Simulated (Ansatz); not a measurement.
Stepwise reaction of `[OH][Ge][OH]` with hydrogen fluoride, as a gas-phase model of exchange steps in deposition or etching. ΔE in kJ/mol; ΔG adds harmonic PBE0-D4 terms to CCSD(T)/CBS, at 1 bar.

Gas-phase electronic energies from Ansatz, PBE0-D4/def2-TZVP geometries. CCSD(T)/CBS is the MP2 limit (def2-TZVPP, def2-QZVPP) plus CCSD(T) − MP2 in def2-TZVPP, frozen cores. This one scheme is used for every species. DFT in def2-TZVPP. B3LYP here is the variant with VWN-RPA as its local correlation; programs differ in this. For Ge outer-core shells are correlated without core-valence functions, which leaves a few kJ/mol of doubt a bond. Scalar relativity is left out up to krypton. One conformer a species, not always the lowest.

```
step                                    reaction  PBE-D4  B3LYP-D4  ωB97M-V  CCSD(T)/CBS  ΔG(400 K)
   1  `[OH][Ge][OH]` + H–F → `[OH][Ge][F]` + H₂O   -43.6     -45.4    -45.9        -40.4      -43.3
   2    `[OH][Ge][F]` + H–F → `[F][Ge][F]` + H₂O   -24.7     -26.5    -26.3        -22.1      -23.0
```

By hand: ΔE of the 2 steps together at CCSD(T)/CBS.

(-40.4) + (-22.1) = -62.5 kJ/mol, or -31.2 kJ/mol a step.

In ΔE each step is higher than the one before. All are downhill at CCSD(T)/CBS. ΔG lies between -43.3 and -23.0 kJ/mol a step. PBE-D4 differs from CCSD(T)/CBS by -3.2 to -2.6 kJ/mol a step. Isolated molecules leave out the surface, adducts and barriers. Largest T1 diagnostic: 0.015.
